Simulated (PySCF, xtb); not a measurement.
CH3Cd, SMILES [CH3][Cd] (connectivity only; charge and spin as stated), neutral, multiplicity 2.

Harmonic wavenumbers (cm⁻¹) from GFN2-xTB run with xtb at its own minimum, in rising order: 272, 371, 371, 1039, 1462, 1462, 2971, 2991, 2992.

**Question.** What does B3LYP-D3(BJ)/def2-TZVP (PySCF) give at its own minimum? (Estimate from the structure and the level; the computed values follow.)

**Answer.** 277, 574, 574, 995, 1434, 1434, 3058, 3179, 3179. Paired by order, the mean absolute difference is 108 cm⁻¹ and the zero-point energies are 19.9 and 21.0 kcal/mol.
